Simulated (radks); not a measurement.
Values are calculated unless marked as measured or tabulated.
The nuclear charge of neutral silver is varied continuously with 47 electrons held in [Kr] 4d10 5s1. Level of theory: scalar-relativistic Kohn-Sham, SCAN, spin-polarised, spherical densities, finite nucleus; open shells are filled with parallel spins first (spin-orbit coupling, left out, can overturn this in heavy ions); meta-GGA in the generalised Kohn-Sham scheme; Fermi nuclear charge, rms radius 4.5454 fm (a radial shooting solver on a logarithmic mesh with Libxc functionals). By the Hellmann-Feynman theorem dE/dZ = E(electron-nucleus)/Z, the electronic potential at the nucleus (averaged over a nucleus of fixed radius). The scalar-relativistic energy here is not variational (the density holds large components alone), so the two differ by a part that grows with Z.

[
 {"Z": "46.8", "E (hartree)": "-5262.36753", "E(electron-nucleus)/Z (hartree)": "-271.829", "HOMO": "5s", "e(HOMO) (eV)": "-3.658", "<r> HOMO (bohr)": "3.198"},
 {"Z": "46.9", "E (hartree)": "-5289.66923", "E(electron-nucleus)/Z (hartree)": "-272.638", "HOMO": "5s", "e(HOMO) (eV)": "-4.385", "<r> HOMO (bohr)": "3.127"},
 {"Z": "47", "E (hartree)": "-5317.05346", "E(electron-nucleus)/Z (hartree)": "-273.447", "HOMO": "5s", "e(HOMO) (eV)": "-5.138", "<r> HOMO (bohr)": "3.062"},
 {"Z": "47.1", "E (hartree)": "-5344.51866", "E(electron-nucleus)/Z (hartree)": "-274.256", "HOMO": "5s", "e(HOMO) (eV)": "-5.916", "<r> HOMO (bohr)": "3.003"},
 {"Z": "47.2", "E (hartree)": "-5372.06541", "E(electron-nucleus)/Z (hartree)": "-275.064", "HOMO": "5s", "e(HOMO) (eV)": "-6.717", "<r> HOMO (bohr)": "2.947"},
 {"Z": "47.3", "E (hartree)": "-5399.69282", "E(electron-nucleus)/Z (hartree)": "-275.873", "HOMO": "5s", "e(HOMO) (eV)": "-7.541", "<r> HOMO (bohr)": "2.895"},
 {"Z": "47.4", "E (hartree)": "-5427.40316", "E(electron-nucleus)/Z (hartree)": "-276.680", "HOMO": "5s", "e(HOMO) (eV)": "-8.387", "<r> HOMO (bohr)": "2.846"},
 {"Z": "47.5", "E (hartree)": "-5455.19365", "E(electron-nucleus)/Z (hartree)": "-277.488", "HOMO": "5s", "e(HOMO) (eV)": "-9.255", "<r> HOMO (bohr)": "2.800"},
 {"Z": "47.6", "E (hartree)": "-5483.06653", "E(electron-nucleus)/Z (hartree)": "-278.295", "HOMO": "5s", "e(HOMO) (eV)": "-10.143", "<r> HOMO (bohr)": "2.757"},
 {"Z": "47.7", "E (hartree)": "-5511.01971", "E(electron-nucleus)/Z (hartree)": "-279.103", "HOMO": "5s", "e(HOMO) (eV)": "-11.052", "<r> HOMO (bohr)": "2.716"},
 {"Z": "47.8", "E (hartree)": "-5539.05447", "E(electron-nucleus)/Z (hartree)": "-279.910", "HOMO": "5s", "e(HOMO) (eV)": "-11.981", "<r> HOMO (bohr)": "2.677"},
 {"Z": "47.9", "E (hartree)": "-5567.17122", "E(electron-nucleus)/Z (hartree)": "-280.717", "HOMO": "5s", "e(HOMO) (eV)": "-12.929", "<r> HOMO (bohr)": "2.639"},
 {"Z": "48", "E (hartree)": "-5595.36921", "E(electron-nucleus)/Z (hartree)": "-281.524", "HOMO": "5s", "e(HOMO) (eV)": "-13.897", "<r> HOMO (bohr)": "2.604"}
]

The central difference of E at Z = 47 is -274.247 hartree, to compare with the third column; the second derivative is -8.1 hartree.
